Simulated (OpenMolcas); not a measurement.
Ar3+: effect of the level shift or regulariser

| Property | Result |
| --- | --- |
| Program | OpenMolcas |
| Basis | ANO-RCC-VQZP [6s5p3d2f1g] |
| Scalar Hamiltonian | DKH2, point nucleus |
| Active space | 5 electrons in 9 orbitals (RAS2 3s 3p; RAS3 3d, at most 2 electrons) |
| State averaging | 2S+1 = 4 odd, 1 root; 2S+1 = 2 odd, 11 roots; 2S+1 = 4 even, 3 roots; 2S+1 = 2 even, 9 roots |
| Spin-orbit coupling | RASSI with atomic mean-field integrals over the reference wave functions, term energies averaged over their components |

Methods on the same reference wave functions:
A. RASSCF
B. MS-RASPT2, IPEA 0.25 Eh, imaginary shift 0.1 Eh (closed shells correlated: 2s 2p)
C. MS-RASPT2, IPEA 0.25 Eh, imaginary shift 0.3 Eh (closed shells correlated: 2s 2p)

Energies in cm⁻¹ above 3s² 3p³ ⁴S°_3/2, the measured ground level; measured values from Saloman, J. Phys. Chem. Ref. Data 39, 033101 (2010).

```json
{"Level": "3s² 3p³ ⁴S°_3/2", "A": "0.0", "B": "0.0", "C": "0.0", "Measured": "0.0"}
{"Level": "3s² 3p³ ²D°_3/2", "A": "25177", "B": "21440", "C": "21440", "Measured": "21091"}
{"Level": "3s² 3p³ ²D°_5/2", "A": "25280", "B": "21550", "C": "21550", "Measured": "21220"}
{"Level": "3s² 3p³ ²P°_1/2", "A": "39355", "B": "35440", "C": "35440", "Measured": "34855"}
{"Level": "3s² 3p³ ²P°_3/2", "A": "39462", "B": "35560", "C": "35560", "Measured": "35032"}
{"Level": "3s 3p⁴ ⁴P_5/2", "A": "118349", "B": "118340", "C": "118340", "Measured": "117563"}
{"Level": "3s 3p⁴ ⁴P_3/2", "A": "119212", "B": "119200", "C": "119200", "Measured": "118516"}
{"Level": "3s 3p⁴ ⁴P_1/2", "A": "119706", "B": "119690", "C": "119700", "Measured": "119043"}
{"Level": "3s 3p⁴ ²D_3/2", "A": "152332", "B": "149300", "C": "149310", "Measured": "145921"}
{"Level": "3s 3p⁴ ²D_5/2", "A": "152365", "B": "149340", "C": "149340", "Measured": "145999"}
```

Deviations, from unrounded energies. A percentage is the sum of absolute deviations over the sum of measured energies, with the sign that they share, or ± where signs differ.

```json
{"Against measurement": "mean absolute deviation (cm-1)", "Levels": "9", "A": "3600", "B": "1200", "C": "1200"}
{"Against measurement": "other terms of the ground configuration (%)", "Levels": "4", "A": "+15.2", "B": "+1.6", "C": "+1.6"}
{"Against measurement": "other configurations (%)", "Levels": "5", "A": "+2.3", "B": "+1.4", "C": "+1.4"}
```

B, C lie about equally close to measurement and A furthest from it. The largest miss of B in the table is 3s 3p⁴ ²D_3/2, by +3400 cm-1. The ranking rests on the paired levels alone, and a cruder setting can come out closer through cancelling errors.

Between B and C no level of the table moves by more than 5 cm-1.

The two smallest mean deviations differ by little beside CASPT2's spread within terms, so their order carries little weight.

From A to B the spin-free energies of the other terms of 3s² 3p³ shown, above ⁴S°, scale by factors of 0.85 to 0.90.

The lowest spin-free term lies below A's lowest term by 0.099 hartree in B, 0.099 hartree in C.

CASPT2 does not keep the components of a term degenerate, so their means are used; among the terms shown or strongly mixed into the levels shown the widest spread is 180 cm-1 (3s 3p⁴ ²D, C). The run also gave levels led by 3s² 3p² 3d, which use shells meant for correlation; these and all levels above them are left out. Some terms mix strongly with configurations of 3d, whose occupation reaches 0.27 (3s 3p⁴ ²D). Computed and measured levels are paired by configuration, term and J; levels that our copy of the source lacks, or whose pairing is in doubt (as where it misses far off the trend of its configuration), stay unpaired and out of the deviations. Levels of configurations outside the active space are missing. Levels that lie high or do not pair safely by name in every column are left out.

° marks odd parity.
